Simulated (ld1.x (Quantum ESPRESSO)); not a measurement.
Ni: excitation energies, all-electron against ultrasoft

* Element: nickel (Ni)
* Generator: ld1.x (Quantum ESPRESSO) 7.5
* Type: ultrasoft
* Functional: PBE
* Relativity: scalar-relativistic
* Frozen core: [Ne]
* Valence charge: 18
* Reference configuration: 3s2 3p6 3d8 4s1.5 4p0 (charge +0.5)
* Partial waves: 3s (bound): rcut 1.00, rcutus 1.15 bohr; 4s (bound): rcut 1.00, rcutus 1.15 bohr; 3p (bound): rcut 1.05, rcutus 1.40 bohr; 4p (bound, empty): rcut 1.05, rcutus 1.40 bohr; 3d (bound): rcut 1.35, rcutus 1.60 bohr; 3d channel at 0.3 Ry: rcut 1.35, rcutus 1.60 bohr
* Local potential: all-electron potential smoothed inside 1.40 bohr (lloc = -1)
* Core correction: none
* Augmentation charge: PSQ, radius 0.85 bohr

Energies are relative to the spin-unpolarised reference configuration 3s2 3p6 3d8 4s1.5 4p0; without spin polarisation the order of configurations can differ from experiment.

```
valence configuration  charge  ΔE all-electron (eV)  error AE − PS (meV)
  3s2 3p6 3d8 4s2 4p0       0                -3.717                 +0.3
  3s2 3p6 3d8 4s1 4p0      +1                 5.605                 -0.5
  3s2 3p6 3d8 4s0 4p0      +2                22.956                 -2.1
  3s2 3p6 3d8 4s0 4p1      +1                11.289                 -1.2
  3s2 3p5 3d8 4s2 4p0      +1                75.807                  +18
  3s2 3p6 3d7 4s2 4p1       0                 6.827                 +2.6
  3s2 3p6 3d9 4s0 4p0      +1                 2.601                 -2.4
```

Levels in the configuration 3s2 3p6 3d8 4s0 4p1:

| level | all-electron (eV) | pseudo (eV) |
| --- | --- | --- |
| 3s | -121.828 | -121.813 |
| 3p | -82.171 | -82.158 |
| 3d | -19.520 | -19.516 |
| 4p | -8.405 | -8.406 |
